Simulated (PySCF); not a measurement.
# 4-(methylthio)benzoic acid, C$_{8}$H$_{8}$O$_{2}$S

Geometry:
```tsv
atom	x (Å)	y (Å)	z (Å)
C1	3.664	0.257	-0.188
S2	2.689	-1.140	-0.761
C3	1.036	-0.644	-0.446
C4	0.670	0.582	0.126
C5	-0.672	0.882	0.334
C6	-1.669	-0.030	-0.022
C7	-3.109	0.248	0.179
O8	-4.002	-0.506	-0.119
O9	-3.341	1.446	0.737
C10	-1.302	-1.256	-0.593
C11	0.031	-1.562	-0.804
H12	3.530	0.434	0.889
H13	4.711	-0.019	-0.371
H14	3.437	1.172	-0.754
H15	1.426	1.312	0.413
H16	-0.954	1.837	0.780
H17	-4.304	1.520	0.819
H18	-2.091	-1.959	-0.867
H19	0.309	-2.520	-1.250
```

Computed with TDDFT CAM-B3LYP/aug-cc-pVDZ excited states, vertical, gas phase in PySCF. Geometry: PBE0-D3(BJ)/def2-SVP.

Give the one- and two-photon strengths of the lowest singlets.

δ for parallel linear polarisation; σ at the peak of a Lorentzian of half width 0.1 eV, single beam; Ω is circular over linear.
| state | E (eV) | f | photon λ (nm) | δ (au) | σ (GM) | Ω | main |
| --- | --- | --- | --- | --- | --- | --- | --- |
| S1 | 4.68 | 0.457 | 530 | 1510 | 12.12 | 0.76 | HOMO→LUMO 0.93 |
| S2 | 4.86 | 0.008 | 511 | 36.6 | 0.32 | 0.53 | HOMO→LUMO+3 0.63, HOMO−1→LUMO 0.32 |
| S3 | 5.27 | 0.000 | 471 | <0.1 | 0.00 | – | HOMO−2→LUMO 0.84, HOMO−2→LUMO+13 0.09 |
| S4 | 5.33 | 0.000 | 466 | 36.3 | 0.38 | 1.50 | HOMO→LUMO+1 0.62, HOMO→LUMO+12 0.10 |
| S5 | 5.72 | 0.002 | 433 | 51 | 0.61 | 1.50 | HOMO→LUMO+4 0.29, HOMO→LUMO+1 0.19 |
| S6 | 5.84 | 0.142 | 425 | 36.7 | 0.46 | 0.71 | HOMO−1→LUMO 0.61, HOMO→LUMO+3 0.34 |

Among these, the strongest one-photon state is S1, the strongest two-photon state S1, with a dipole change of 5.1 D (relaxed, norm of the difference vector).
